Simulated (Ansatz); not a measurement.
Consider the ligand exchange at a Ti–N bond: `[NH2][Ti]([OH])([OH])[F]` + H–F → `[OH][Ti]([OH])([F])[F]` + NH₃.

Gas-phase electronic energies from Ansatz, PBE0-D4/def2-TZVP geometries. CCSD(T)/CBS adds triple-zeta CCSD(T) − MP2 to the extrapolated MP2 energy (def2 sets, frozen cores). This one scheme is used for every species. DFT in def2-TZVPP. B3LYP here is the variant with VWN-RPA as its local correlation; programs differ in this. For Ti outer-core shells are correlated without core-valence functions, which leaves a few kJ/mol of doubt a bond. Scalar relativity is left out up to krypton. Each species was taken in one conformer, which may not be the lowest.

| level | ΔE (kcal/mol) |
| --- | --- |
| B3LYP-D4 | -25.6 |
| ωB97M-V | -25.9 |
| MP2/def2-QZVPP | -22.8 |
| MP2/CBS(def2) | -22.0 |

**Question.** What does CCSD(T)/CBS give? (An estimate is asked.)

**Answer.** Ansatz gave: -22.6 kcal/mol. The listed levels differ from it by -3.0, -3.3, -0.2, 0.6 kcal/mol.

Largest T1 diagnostic among the species: 0.024, so the coupled-cluster value is less sure than usual.

From BLYP to BHLYP (50 % exact exchange), in def2-TZVPP and without D4, ΔE moves by +1.5 kcal/mol. At CCSD(T), def2-SVP lies −5.2 kcal/mol from the extrapolated value and def2-TZVPP −1.5 kcal/mol.
